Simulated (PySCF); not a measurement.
```xyz
4

Cl    -1.7804    -1.1318    -0.5164
Ga     0.0008     0.0012    -0.4630
Cl    -0.0767     2.1000    -0.6822
Cl     1.8593    -0.9638    -0.1901
```

Charge 0, multiplicity 1.

**Question.** Give the Mulliken and meta-Löwdin atomic charges from PBE0-D4/def2-TZVP in PySCF.

**Answer.** 
```
atom  Mulliken (e)  meta-Löwdin (e)
----  ------------  ---------------
Cl1          -0.21            -0.24
Ga2           0.64             0.73
Cl3          -0.21            -0.24
Cl4          -0.21            -0.24
```
